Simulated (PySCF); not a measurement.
A species of formula C3H10N2O3Si2 has this rotational fingerprint, computed with PBE0/pcSseg-1 in PySCF (dipole) on a GFN2-xTB geometry, gas phase:

- Rotational constants: A = 1919, B = 530.6, C = 507.6 MHz
- Dipole components: |μa| = 0.11 D, |μb| = 1.59 D, |μc| = 1.89 D
- Inertial defect: -220.14 u·Å²
- κ: -0.97

Question: Which structure is it? (One computed conformer of each.)
A. `[NH2:1][Si@@H:2]1[NH:3][SiH2:4][CH2:5][O:6][C@@H:7]1[O:8][CH:9]=[O:10]` with H–N1–Si2–N3 -33° and -168°, O6–C7–O8–C9 -171°, C7–O8–C9–O10 2°, N1–Si2–N3–Si4 -76°, Si2–N3–Si4–C5 -9°, N3–Si4–C5–O6 -50°, Si4–C5–O6–C7 81°
B. `[CH3:1][O:2][C:3](=[O:4])[Si@@H:5]1[NH:6][CH2:7][Si@H:8]([OH:9])[NH:10]1` with C1–O2–C3–O4 0°, O2–C3–Si5–N6 37°, C7–Si8–O9–H -58°, C3–Si5–N6–C7 -146°, Si5–N6–C7–Si8 21°, N6–C7–Si8–O9 117°, C7–Si8–N10–Si5 -14°

Answer: B. It is COC(=O)[Si@@H]1NC[Si@H](O)N1, a near-prolate asymmetric top, point group C1. The candidates at the same level (rigid rotor, commonest isotopes):

| SMILES | A (MHz) | B (MHz) | C (MHz) | μa (D) | μb (D) | μc (D) | Δ (u·Å²) | point group | rotor |
| --- | --- | --- | --- | --- | --- | --- | --- | --- | --- |
| N[Si@@H]1N[SiH2]CO[C@@H]1OC=O | 1781 | 829.7 | 659.4 | 0.21 | 1.00 | 1.45 | -126.47 | C1 | asymmetric top |
| COC(=O)[Si@@H]1NC[Si@H](O)N1 | 1919 | 530.6 | 507.6 | 0.11 | 1.59 | 1.89 | -220.14 | C1 | near-prolate asymmetric top |

`N[Si@@H]1N[SiH2]CO[C@@H]1OC=O` has B 56 % too high. No structure here is proved a minimum.
